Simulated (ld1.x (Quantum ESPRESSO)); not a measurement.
**What one change does to a pseudopotential (nitrogen (N), TM)**

ld1.x (Quantum ESPRESSO) 7.5 input, shortened:

```
&input
   title='N', zed=7., rel=0, dft='PBE', iswitch=3,
   config='[He] 2s2 2p3'
 /
 &inputp
   pseudotype=2, tm=.true., lloc=1,
   nlcc=.false.
 /
2
2S  1  0   2.00   0.00  0.65  0.65  0.0
2P  2  1   3.00   0.00  1.20  1.20  0.0
 &test
   configts(1)='2s2 2p3'
 /
```

Change: all radii scaled by about 1.22 (s 0.80, p 1.46 bohr).

Cutoffs: the cutoffs (Ry, on a coarse ladder) from which the occupation-weighted sum of valence levels, in a spherical-Bessel basis at the reference potential, stays within 10 and 1 mRy of its value at 400 Ry; they do not see the model core or the augmentation charge, which bear on the density cutoff. Errors are all-electron minus pseudo energies relative to the spin-unpolarised reference configuration.

Question: What does the change do?

Answer: Of the 7 tests that both files solve, the error grows in 2 and shrinks in 3 by more than 15 % and 0.3 meV (median size 87.8 → 24.1 meV); neither file shows a bound ghost.

| quantity | base | changed |
| --- | --- | --- |
| cutoff, loose | 160 Ry | 60 Ry |
| cutoff, tight | over 300 Ry | 140 Ry |
| loose cutoff by channel (10 mRy a level) | s 140 Ry, p 60 Ry | s 45 Ry, p 45 Ry |
| bound ghosts | none | none |
| error for 2s2 2p2, meV [ΔE 13.60 eV] | +7.8 | +3.5 |
| error for 2s2 2p1, meV [ΔE 42.46 eV] | +88 | +92 |
| error for 2s2 2p0, meV [ΔE 89.54 eV] | +481 | +574 |
| error for 2s1 2p0, meV [ΔE 167.31 eV] | +790 | +1048 |
| error for 2s2 2p2.5, meV [ΔE 5.10 eV] | +1.0 | -0.3 |
| error for 2s0 2p5, meV [ΔE 22.98 eV] | +112 | +24 |
| error for 2s2 2p3.3, meV [ΔE -1.62 eV] | +0.1 | -0.3 |
